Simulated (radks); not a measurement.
Hf IV, configuration [Kr] 4d10 4f14 5s1 5p6 5d1 6p1 (not the ground configuration). Method: scalar-relativistic Kohn-Sham, MS2 meta-GGA, spin-polarised, spherical densities, finite nucleus; open shells are filled with parallel spins first (spin-orbit coupling, left out, can overturn this in heavy ions); meta-GGA in the generalised Kohn-Sham scheme; Fermi nuclear charge, rms radius 5.347 fm; computed with a radial shooting solver on a logarithmic mesh with Libxc functionals.

Normalised radial functions P(r) = r R(r), r in bohr:

```
   r/bohr * 5p down, o 5d up (the largest magnitude, 1.02, reaches the edge; | marks zero, & curves that meet)
 0.001101                             &
 0.001493                             &
 0.002023                             &
 0.002742                             &
 0.003716                             &
 0.005036                             o*
 0.006825                             o*
 0.009176                             o *
  0.01244                             o *
  0.01685                             o  *
  0.02284                             o    *
  0.03096                             |o    *
  0.04195                             | o   *
  0.05686                             |  o *
  0.07706                             |*   o
   0.1044                        *    |     o
   0.1415                    *        |     o
   0.1918                      *      |  o
     0.26                         o   |  *
   0.3523                    o        |            *
   0.4775                    o        |          *
   0.6471                        *   o|
    0.877       *                     |          o
    1.179  *                          |                  o
    1.598         *                   |                     o
    2.166                   *         |                o
    2.935                          *  |        o
    3.978                             *  o
    5.391                             *o
    7.307                             &
    9.903                             &
```

5p down: eigenvalue -68.753 eV, 3 radial nodes at r = 0.0818, 0.238, 0.596 bohr, <r> = 1.29 bohr, 90 % of the charge inside 1.88 bohr. 5d up: eigenvalue -32.986 eV, 2 radial nodes at r = 0.220, 0.662 bohr, <r> = 1.81 bohr, 90 % of the charge inside 2.73 bohr.
